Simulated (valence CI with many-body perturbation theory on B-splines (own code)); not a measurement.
**Sr15+: M1 decay**

Calculated by valence CI with perturbative core correlation (CI+MBPT): five valence electrons over a frozen Dirac-Fock core [Ar], radial functions for each j: 7 s, 7 p, 8 d, 6 f, 4 g, 1 h, with the one-electron correlation potential Σ1, the two-electron term Σ2, the three-electron term Σ3, Breit, model QED; selected CI, second order for the rest, scaled by the run's own slope (own B-spline code, finite nucleus).

No measured spectrum was set against this ion. As an estimate, terms of the open shell hold to 2 to 4 % of their energy, and close levels can change places. Among the levels kept, up to 320 cm⁻¹ of a level comes from second order outside the variational space, and about a tenth of that is noise between levels of different J, which matters for small intervals. The list stops below the first excitations out of the core. Only levels of the ground parity were solved; by the run's estimate the other parity begins above the list, which can be wrong where configurations are misplaced.

Lines 51 to 100 of 120 in falling wavelength, among levels below 722710 cm⁻¹, chosen from the decays that carry over 1 % of a level's rate. Wavelengths and rates use the calculated energies, so an error of 2000 cm⁻¹ moves a line at 3281 Å by 6.6 % and its rate by three times that or more. S is in atomic units (e²a₀⁴ for E2 and M2, e²a₀⁶ for E3), for M1 in squared Bohr magnetons. Weak lines are less certain than strong ones. Lines between different terms over intervals too small for the method are left out, as are lines whose strength nearly cancels.

Names give the largest LS component (configuration and term), which can be under half, so a name can repeat, a term be missing and a line seem to break the LS rules; names also repeat where a configuration has a term twice. Letters in brackets count levels of one name in rising energy.

```
λ vac (Å)           Upper           Lower  Type   A (s⁻¹)  S (a.u.)
     3281  3d5 2F_5/2 [a]  3d5 2D_5/2 [a]    M1  2.02e+02  1.59e+00
     3238      3d5 4F_5/2      3d5 4D_3/2    M1  5.28e+00  3.98e-02
     3067      3d5 4F_5/2      3d5 4D_5/2    M1  4.99e+01  3.20e-01
     3009     3d5 2H_11/2     3d5 2I_13/2    M1  6.97e+01  8.45e-01
     3006      3d5 4F_9/2      3d5 4D_7/2    M1  3.26e+01  3.28e-01
     2918     3d5 2I_11/2      3d5 4G_9/2    M1  1.30e+01  1.44e-01
     2814     3d5 2I_11/2     3d5 4G_11/2    M1  4.69e+01  4.65e-01
     2737  3d5 2D_3/2 [a]      3d5 4P_1/2    M1  3.46e+01  1.05e-01
     2689     3d5 2H_11/2     3d5 2I_11/2    M1  1.80e+02  1.56e+00
     2681  3d5 2D_5/2 [a]      3d5 4P_3/2    M1  3.45e+01  1.48e-01
     2665  3d5 2F_7/2 [b]      3d5 4D_5/2    M1  9.30e+00  5.22e-02
     2662  3d5 2F_5/2 [b]  3d5 2D_5/2 [a]    M1  1.33e+02  5.59e-01
     2611      3d5 4F_3/2      3d5 4D_3/2    M1  1.02e+02  2.69e-01
     2533     3d5 2I_13/2     3d5 4G_11/2    M1  3.10e+00  2.62e-02
     2506  3d5 2D_5/2 [a]      3d5 4P_5/2    M1  5.06e+02  1.77e+00
     2499      3d5 4F_3/2      3d5 4D_5/2    M1  3.98e+01  9.21e-02
     2465      3d5 4F_3/2      3d5 4D_1/2    M1  5.79e+01  1.29e-01
     2456  3d5 2D_3/2 [a]      3d5 4P_3/2    M1  1.49e+02  3.27e-01
     2328  3d5 2G_9/2 [a]     3d5 2I_11/2    M1  5.14e+01  2.40e-01
     2314  3d5 2D_5/2 [a]      3d5 4G_7/2    M1  1.31e+02  3.62e-01
     2308  3d5 2D_3/2 [a]      3d5 4P_5/2    M1  4.92e+00  8.97e-03
     2270  3d5 2F_7/2 [b]      3d5 4D_7/2    M1  1.60e+02  5.55e-01
     2228      3d5 2H_9/2      3d5 4D_7/2    M1  2.48e+01  1.02e-01
     2205  3d5 2G_7/2 [a]      3d5 4D_5/2    M1  1.05e+01  3.32e-02
     2147  3d5 2D_5/2 [a]      3d5 4G_5/2    M1  1.19e+01  2.62e-02
     2106  3d5 2F_7/2 [a]      3d5 4G_9/2    M1  9.18e+01  2.54e-01
     2092  3d5 2F_5/2 [a]      3d5 4D_3/2    M1  4.46e+01  9.08e-02
     2020  3d5 2F_5/2 [a]      3d5 4D_5/2    M1  4.57e+01  8.37e-02
     2017      3d5 4F_9/2      3d5 4G_9/2    M1  3.13e+00  9.53e-03
     2000  3d5 2D_3/2 [a]      3d5 4G_5/2    M1  1.03e+02  1.22e-01
     1966      3d5 4F_9/2     3d5 4G_11/2    M1  5.26e+01  1.48e-01
     1964      3d5 4F_9/2      3d5 4G_7/2    M1  2.65e+01  7.44e-02
     1927  3d5 2G_7/2 [a]      3d5 4D_7/2    M1  8.06e+00  1.71e-02
     1917  3d5 2F_7/2 [a]      3d5 4G_5/2    M1  5.32e+00  1.11e-02
     1870      3d5 4F_5/2      3d5 4P_5/2    M1  4.93e+00  7.18e-03
     1761      3d5 4F_5/2      3d5 4G_7/2    M1  6.59e+01  8.01e-02
     1716      3d5 4F_3/2      3d5 4P_3/2    M1  3.17e+00  2.38e-03
     1713  3d5 2F_7/2 [b]      3d5 4P_5/2    M1  6.61e+00  9.86e-03
     1656  3d5 2F_7/2 [b]      3d5 4G_9/2    M1  2.21e+02  2.98e-01
     1643      3d5 4F_3/2      3d5 4P_5/2    M1  1.42e+01  9.32e-03
     1642  3d5 2G_9/2 [a]      3d5 4D_7/2    M1  4.45e+01  7.30e-02
     1634      3d5 2H_9/2      3d5 4G_9/2    M1  1.60e+02  2.59e-01
     1621  3d5 2F_7/2 [b]      3d5 4G_7/2    M1  7.37e+01  9.31e-02
     1601      3d5 2H_9/2     3d5 4G_11/2    M1  5.17e+01  7.87e-02
     1599      3d5 2H_9/2      3d5 4G_7/2    M1  6.93e+01  1.05e-01
     1584  3d5 2F_5/2 [b]      3d5 4D_7/2    M1  1.07e+02  9.43e-02
     1510  3d5 2G_7/2 [a]      3d5 4P_5/2    M1  1.16e+00  1.19e-03
     1480      3d5 4F_3/2      3d5 4G_5/2    M1  2.33e+01  1.12e-02
     1466  3d5 2G_7/2 [a]      3d5 4G_9/2    M1  1.24e+01  1.16e-02
     1438  3d5 2G_7/2 [a]      3d5 4G_7/2    M1  4.97e+00  4.38e-03
```
